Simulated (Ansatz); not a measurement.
Frontier orbitals of F₃ISi, SMILES `F[Si](F)(F)I`.

Z-matrix (Å, degrees):
```
Si
F 1 1.570
F 1 1.570 2 108.0
I 1 2.383 2 110.9 3 -121.7
F 1 1.570 2 108.0 3 116.6
```

Total charge 0; spin multiplicity 1. Correlated methods include outer-core shells of I, which these sets cover unevenly. I takes the def2 core potential. The geometry is a stationary point of PBE0-D4/def2-TZVP. Basis def2-TZVPP, Ansatz.

```
functional  HOMO (eV)  LUMO (eV)  gap (eV)
       PBE      -7.40      -1.66      5.74
      BLYP      -7.21      -1.58      5.63
      PBE0      -8.61      -0.74      7.87
   r2SCAN0      -8.82      -0.50      8.32
   LC-ωPBE     -11.24       1.55     12.79
   ωB97X-V     -10.88       1.44     12.32
   ωB97M-V     -10.75       1.22     11.97
```

From PBE to PBE0 the HOMO moves by −1.21 eV and the LUMO by +0.92 eV, and with ωB97M-V by −3.35 and +2.88 eV, so the gap grows from 5.74 to 11.97 eV with exact exchange. A positive LUMO is unbound and depends on the basis.

LC-ωPBE has ω = 0.4 bohr⁻¹.
